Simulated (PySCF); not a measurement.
# `CC(=O)c1nn(C)nc1[SiH3]`: 4 charge schemes on one density

C₅H₉N₃OSi.
Cartesian coordinates in Å at the GFN2-xTB level; atoms count from 1:
```
atom  x, y, z in Å
C1    -2.2966   -1.1028    1.4934
C2    -1.6621   -0.7239    0.1870
O3    -2.1976   -0.8691   -0.8958
C4    -0.3299   -0.1515    0.2498
N5     0.4126    0.0913    1.3324
N6     1.5100    0.6113    0.8552
C7     2.5986    1.0055    1.6963
N8     1.5526    0.7309   -0.4567
C9     0.3952    0.2558   -0.8922
Si10  -0.2422    0.1162   -2.6508
H11   -2.3622   -0.2208    2.1269
H12   -1.6614   -1.8249    2.0019
H13   -3.2853   -1.5213    1.3282
H14    2.2048    1.2484    2.6811
H15    3.3227    0.1928    1.7867
H16    3.0895    1.8702    1.2539
H17    0.8269    0.6496   -3.5039
H18   -0.4511   -1.2976   -2.9463
H19   -1.4343    0.9492   -2.7719
```

Density: PBE0/pcSseg-1 (PySCF); schemes: Mulliken, IAO, Hirshfeld and ESP-fitted. One conformer (not necessarily the lowest) at the GFN2-xTB geometry, without solvent, vibrations or thermal averaging.

Question: Atoms with like bonding are taken together and averaged. Which atoms carry the lowest charge in the Mulliken, IAO, Hirshfeld and ESP-fitted schemes?

Answer: The schemes don't all agree: Mulliken O3 (-0.391); IAO C1 (-0.474); Hirshfeld O3 (-0.198); ESP-fitted C1 (-0.619).

Question: Which atoms carry the highest charge in the Mulliken, IAO, Hirshfeld and ESP-fitted schemes?

Answer: The schemes don't all agree: Mulliken Si10 (+0.579); IAO Si10 (+0.625); Hirshfeld Si10 (+0.293); ESP-fitted N6 (+0.826).

Question: Give the atomic charges in each scheme.

Answer: In e; atoms taken as equivalent share a row and are averaged (×n: the atom named and its like, n in all):

```json
{"atom": "C1", "environment": "methyl carbon next to a carbonyl", "Mulliken": "-0.221", "IAO": "-0.474", "Hirshfeld": "-0.124", "ESP-fitted": "-0.619"}
{"atom": "C2", "environment": "ketone carbonyl carbon", "Mulliken": "+0.244", "IAO": "+0.377", "Hirshfeld": "+0.164", "ESP-fitted": "+0.625"}
{"atom": "O3", "environment": "ketone oxygen", "Mulliken": "-0.391", "IAO": "-0.415", "Hirshfeld": "-0.198", "ESP-fitted": "-0.493"}
{"atom": "C4", "environment": "substituted aromatic carbon", "Mulliken": "+0.019", "IAO": "-0.011", "Hirshfeld": "-0.008", "ESP-fitted": "+0.079"}
{"atom": "N5", "environment": "pyridine-type nitrogen", "Mulliken": "-0.236", "IAO": "-0.230", "Hirshfeld": "-0.115", "ESP-fitted": "-0.609"}
{"atom": "N6", "environment": "pyrrole-type nitrogen", "Mulliken": "-0.246", "IAO": "+0.170", "Hirshfeld": "+0.109", "ESP-fitted": "+0.826"}
{"atom": "C7", "environment": "N-methyl carbon", "Mulliken": "-0.001", "IAO": "-0.315", "Hirshfeld": "-0.051", "ESP-fitted": "-0.478"}
{"atom": "N8", "environment": "pyridine-type nitrogen", "Mulliken": "-0.203", "IAO": "-0.224", "Hirshfeld": "-0.125", "ESP-fitted": "-0.592"}
{"atom": "C9", "environment": "substituted aromatic carbon", "Mulliken": "-0.128", "IAO": "-0.194", "Hirshfeld": "-0.068", "ESP-fitted": "+0.092"}
{"atom": "Si10", "environment": "SiH3 silicon", "Mulliken": "+0.579", "IAO": "+0.625", "Hirshfeld": "+0.293", "ESP-fitted": "+0.406"}
{"atom": "H11/H12/H13", "environment": "methyl hydrogen", "Mulliken": "+0.143", "IAO": "+0.170", "Hirshfeld": "+0.055", "ESP-fitted": "+0.184"}
{"atom": "H14/H15/H16", "environment": "methyl hydrogen", "Mulliken": "+0.138", "IAO": "+0.175", "Hirshfeld": "+0.064", "ESP-fitted": "+0.166"}
{"atom": "H17/H18/H19", "environment": "Si–H hydrogen", "Mulliken": "-0.086", "IAO": "-0.115", "Hirshfeld": "-0.078", "ESP-fitted": "-0.095"}
```

Mean size of the charges over all atoms: ESP-fitted 0.324 e, IAO 0.232 e, Mulliken 0.177 e, Hirshfeld 0.097 e. Each set sums to the total charge, 0, to within 0.001 e. The IAO scheme projects the occupied orbitals on a minimal set of polarised atomic orbitals and counts the electrons in each atom's part of it. The Mulliken scheme counts on each atom the diagonal of the density matrix times the overlap matrix over that atom's basis functions.

Some averages cover members that differ in this geometry: H17/H18/H19, Mulliken -0.106 to -0.076; H17/H18/H19, ESP-fitted -0.113 to -0.086 e.

Question: Sum the charges by element, for elements with more than one atom.

Answer: 
```csv
element,atoms,Mulliken,IAO,Hirshfeld,ESP-fitted
C,5,-0.088,-0.617,-0.087,-0.302
N,3,-0.685,-0.284,-0.131,-0.375
H,9,+0.584,+0.690,+0.123,+0.764
```

Question: How closely do the schemes follow one another over all atoms?

Answer: Correlation coefficient and root-mean-square difference: IAO with Hirshfeld 0.96, 0.165 e; Mulliken with Hirshfeld 0.87, 0.132 e; Mulliken with IAO 0.86, 0.140 e; IAO with ESP-fitted 0.84, 0.225 e; Hirshfeld with ESP-fitted 0.83, 0.310 e; Mulliken with ESP-fitted 0.56, 0.330 e.
